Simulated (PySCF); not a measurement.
H₃Sb, SMILES [SbH3]. Heavy atoms are numbered as in [SbH3:1]. Hydrogens are named by the atom that carries them.

The structure is a stationary point at B3LYP-D3(BJ)/def2-TZVPD. The def2 effective core potentials stand for the cores of Sb; spin–orbit coupling is left out.

The numbers are results of r2SCAN/def2-TZVPD (PySCF), not measurements.

Mulliken values depend strongly on the basis, most of all with diffuse functions as here. ESP charges are fitted to the potential on shells at 1.4 to 2.0 van der Waals radii. Atomic charges (e), one atom of each kind:

```
atom        Mulliken  ESP fit
----------  --------  -------
Sb1 (SbH3)      0.05      [?]
H on Sb1       -0.02      [?]
```

Problem. What belongs in the gaps? (An estimate is asked for; the answer gives what the named calculation found.)

Solution. 
- Sb1 (SbH3), ESP fit: 0.06
- H on Sb1, ESP fit: -0.02
